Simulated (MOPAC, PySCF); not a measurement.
C2H6Se, SMILES `CC[SeH]` (C–C–Se–H torsion 63°), neutral singlet in the gas phase. 

Z-matrix (Å, degrees):
```
C
H 1 1.0880
H 1 1.0900 2 107.74
C 1 1.5179 2 112.05 3 -122.99
H 4 1.0901 1 111.19 2 -179.94
H 4 1.0911 5 107.86 1 -122.18
H 4 1.0940 5 108.37 6 -116.48
Se 1 1.9793 2 107.60 3 111.02
H 8 1.4727 1 94.91 2 61.84
```
Charge 0, spin multiplicity 1.

All levels are single points at this geometry (B3LYP-D3(BJ)/def2-TZVP); Pople sets use spherical d functions. Orbital energies aren't observables, and empty levels follow the basis.

BP86/6-31G* in PySCF gives dipole (D) = 1.76.

Question: Estimate the dipole (D) from each of these levels: B3LYP-D3(BJ)/def2-TZVP in PySCF; B3LYP/6-311+G** (LANL2DZ on Se) in PySCF; M06-2X/6-31G* in PySCF; SVWN5/6-31G* in PySCF; HF/6-31G* in PySCF; AM1 in MOPAC; PM3 in MOPAC; PM6 in MOPAC.

Answer: 
```
level                                     dipole (D)
----------------------------------------  ----------
B3LYP-D3(BJ)/def2-TZVP in PySCF                 1.57
B3LYP/6-311+G** (LANL2DZ on Se) in PySCF        1.61
M06-2X/6-31G* in PySCF                          1.76
SVWN5/6-31G* in PySCF                           1.83
HF/6-31G* in PySCF                              1.81
AM1 in MOPAC                                    1.25
PM3 in MOPAC                                    1.92
PM6 in MOPAC                                    1.47
```
